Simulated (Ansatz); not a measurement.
Geometry optimisation, Ansatz, UHF/def2-SVP.

input.yaml

```yaml
crystal:
  periodic: [false, false, false]
  atoms:
    - { symbol: B, position_ang: [-0.2447, -1.0177, 0.2808] }
    - { symbol: O, position_ang: [0.9951, -0.1643, -0.5994] }
    - { symbol: F, position_ang: [-0.968, -1.7044, -0.567] }
    - { symbol: F, position_ang: [0.2468, -1.5366, 1.369] }
    - { symbol: H, position_ang: [-0.6637, 1.3602, 0.5609] }
    - { symbol: F, position_ang: [-1.1766, 0.2947, 0.7594] }
    - { symbol: H, position_ang: [0.7902, 1.0645, -0.3392] }
    - { symbol: F, position_ang: [0.1959, 2.028, 0.0648] }
    - { symbol: H, position_ang: [0.8249, -0.3243, -1.5295] }
magnetization:
  spin_polarized: true
basis:
  gaussian: { orbitals: def2-SVP }
hamiltonian:
  xc: hf
relax:
  f_tol: 0.15
  max_steps: 25
  restrain:
    - { distance: [0, 5], at: 2.71, k: 30.0 }
    - { distance: [4, 7], at: 2.18, k: 30.0 }
    - { distance: [6, 1], at: 2.27, k: 30.0 }
    - { distance: [0, 1], at: 1.5, k: 30.0 }
    - { distance: [4, 5], at: 0.88, k: 30.0 }
    - { distance: [6, 7], at: 0.88, k: 30.0 }
output:
  orbitals: {}
```

Command:

```bash
$ ansatz run input.yaml --threads 2 --pin off --max-ram 3072MiB --backend cpu --events-out ev --progress --plain --runs-dir out
```

Question: Where does it end, and by what steps?

Answer: It converged. The restraints hold the end off the free minimum. After 10 steps the energy has fallen by 1.516 eV (the restraints' own energy left out); H7 moved furthest, 0.72 Å. Parted: B1–F6. Joined: H5–F6, H7–F8.

| step | energy less start (eV) | largest force component (eV/Å) | accepted |
| --- | --- | --- | --- |
| 0 | 0.0000 | 2.912 | yes |
| 1 | -0.5331 | 3.206 | yes |
| 2 | -0.5839 | 8.906 | yes |
| 3 | -1.3258 | 1.775 | yes |
| 4 | -1.1353 | 2.150 | yes |
| 5 | -1.4577 | 1.770 | yes |
| 6 | -1.4995 | 1.638 | yes |
| 7 | -1.5133 | 1.745 | yes |
| 8 | -1.4438 | 1.846 | no |
| 9 | -1.5169 | 1.716 | no |
| 10 | -1.5155 | 1.721 | yes |

```xyz
9
Properties=species:S:1:pos:R:3
B 0.096 -1.378 0.071
O 0.802 -0.497 -0.781
F -0.826 -2.165 -0.409
F 0.445 -1.449 1.319
H -1.188 1.394 0.707
F -1.638 0.618 0.650
H 1.145 1.627 -0.078
F 0.692 2.357 0.189
H 0.471 -0.508 -1.668
```

Whether the end is a true minimum wasn't checked by a vibrational analysis.

The run took 9.8 s on 2 threads of Intel(R) Xeon(R) 6975P-C (Granite Rapids), on a shared host, peak memory 0.27 GiB.
